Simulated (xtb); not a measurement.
trimethylarsine (C3H9As), SMILES C[As](C)C. All values are semi-empirical tight-binding results from xtb (GFN2-xTB unless named), good for trends rather than for accurate numbers. Geometry: GFN2-xTB.

Optimised geometry:

```xyz
13

C     -0.3299     1.7243    -0.2898
As    -0.0713    -0.0807     0.4678
C      1.6941    -0.4146    -0.3510
C     -1.1310    -1.0457    -0.8903
H     -0.1247     1.7276    -1.3592
H      0.3356     2.4367     0.1957
H     -1.3544     2.0578    -0.1296
H      1.6775    -0.1807    -1.4145
H      1.9757    -1.4595    -0.2274
H      2.4555     0.1981     0.1297
H     -0.8486    -0.7329    -1.8945
H     -0.9709    -2.1193    -0.8010
H     -2.1933    -0.8508    -0.7493
```
Charge 0, spin multiplicity 1.

Problem. Estimate the properties. (Estimate from the structure and the level; the computed values follow.)

Solution. 
| Item | Result |
|---|---|
| point group as xtb finds it | C3v |
| orbital gap | 7.02 eV |
| zero-point energy | 67.6 kcal/mol |
| G − E(el) at 298.15 K (modified RRHO) | 48.7 kcal/mol |
| static polarisability (D4 model) | 69.6 bohr³ |
| solvation energy, GFN2-xTB/ALPB(water) | -0.7 kcal/mol |
| solvation energy, GFN2-xTB/ALPB(hexane) | -3.6 kcal/mol |

Problem. Give the atomic charges and the Wiberg bond orders between heavy atoms. (Estimate from the structure and the level; the computed values follow.)

Solution. charges (e) C1 -0.13, As2 0.06, C3 -0.13, C4 -0.13, H5 0.04, H6 0.04, H7 0.04, H8 0.04, H9 0.04, H10 0.04, H11 0.04, H12 0.04, H13 0.04. Bond orders C1–As2 1.06, As2–C3 1.06, As2–C4 1.06.
